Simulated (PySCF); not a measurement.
**Sc (scandium, neutral): UHF calculation**

Configuration: [Ar] 3d1 4s2, 2D determinant. All numbers are calculated (PySCF 2.14, scalar relativity by spin-free X2C-1e, in x2c-SVPall).

| Quantity | Value |
| --- | --- |
| Total energy | -763.162199 hartree |
| One-electron energy | -1044.6489 hartree |
| Hartree (Coulomb) energy | 319.8035 hartree |
| Exchange energy | -38.3168 hartree |
| ⟨S²⟩ | 0.7622 |
| ⟨L²⟩ | 6.050 |
| Sum of ⟨r⟩ | 21.44 bohr |
| Sum of ⟨r²⟩ | 52.96 bohr² |
| Traceless quadrupole moment −½Σ⟨3z² − r²⟩ along its main axis | 0.226 e·bohr² |
| Langevin diamagnetic susceptibility | -41.9 ×10⁻⁶ cm³/mol |
| Time after the integrals | 0.09 s of wall time on 1 thread of Intel(R) Xeon(R) 6975P-C (shared host) |

| shell | electrons | mean orbital energy (eV) | spread (eV) | rms radius, mean of both spins (bohr) |
| --- | --- | --- | --- | --- |
| 1s α | 1 | -4539.1 | 0 | 0.0845 |
| 1s β | 1 | -4539.1 | 0 | 0.0845 |
| 2s α | 1 | -524.27 | 0 | 0.370 |
| 2s β | 1 | -523.93 | 0 | 0.370 |
| 2p α | 3 | -427.07 | 0.080 | 0.340 |
| 2p β | 3 | -426.72 | 0.494 | 0.340 |
| 3s α | 1 | -71.266 | 0 | 1.15 |
| 3s β | 1 | -69.800 | 0 | 1.15 |
| 3p α | 3 | -43.817 | 0.971 | 1.27 |
| 3p β | 3 | -41.975 | 1.438 | 1.27 |
| 3d α | 1 | -9.275 | 0 | 1.93 |
| 4s α | 1 | -5.917 | 0 | 4.23 |
| 4s β | 1 | -5.593 | 0 | 4.23 |

Densities and radii are taken from the X2C orbitals without a picture-change correction, which distorts them close to the nucleus.
